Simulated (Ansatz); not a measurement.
Reaction 2 R1 → P1 + P2, each structure at its B3LYP-D3(BJ)/def2-TZVP stationary point, reached from a drawn start (curvature not checked).
P1: I4Zr (SMILES [I][Zr]([I])([I])[I]), charge 0, multiplicity 1.
R1, I3Zr (SMILES [I][Zr]([I])[I]) (charge 0, multiplicity 2):
```xyz
4

Zr     0.0000     0.0000    -0.0017
I      2.7038    -0.0098    -0.0084
I     -1.3434     2.3465    -0.0014
I     -1.3604    -2.3367     0.0116
```
P2, I2Zr (SMILES [I][Zr][I]) (charge 0, multiplicity 1):
```xyz
3

Zr     0.002     0.003    -0.588
I      2.531    -0.006     0.304
I     -2.533     0.002     0.284
```

P less R. No zero-point or thermal terms; singlets are restricted closed shells; open shells are unrestricted; no spin–orbit coupling. The spin states of the d-block species are the ones drawn and need not be the lowest.

Frozen-core correlation throughout. In cc and def2 sets filled d and f shells under p-block atoms count as core.

Run with Ansatz (Gaussian orbitals). Each number belongs to the level named beside it. Elements past Kr take the def2 small-core potentials, without spin–orbit coupling.

Total energies in hartree:

```csv
structure,PBE/def2-TZVPP,r2SCAN/def2-TZVPP,CCSD(T)/def2-TZVPP
P1,-1238.146336,-1238.676916,-1234.225871
R1,-940.341819,-940.744936,-937.302058
P2,-642.503680,-642.763205,-640.352697
```

Problem. Work out the reaction energy at each level in kcal/mol (1 hartree = 627.50947 kcal/mol), and say how far PBE/def2-TZVPP lies from CCSD(T)/def2-TZVPP.

Solution. 
- PBE/def2-TZVPP: (-1238.146336) + (-642.503680) − 2 × (-940.341819) = 0.033622 hartree = 21.10 kcal/mol
- r2SCAN/def2-TZVPP: (-1238.676916) + (-642.763205) − 2 × (-940.744936) = 0.049751 hartree = 31.22 kcal/mol
- CCSD(T)/def2-TZVPP: (-1234.225871) + (-640.352697) − 2 × (-937.302058) = 0.025548 hartree = 16.03 kcal/mol
PBE/def2-TZVPP less CCSD(T)/def2-TZVPP: 5.07 kcal/mol. CCSD(T)/def2-TZVPP is the level counted from, the highest shown, and no exact or measured value.

Ansatz is a first-principles code.
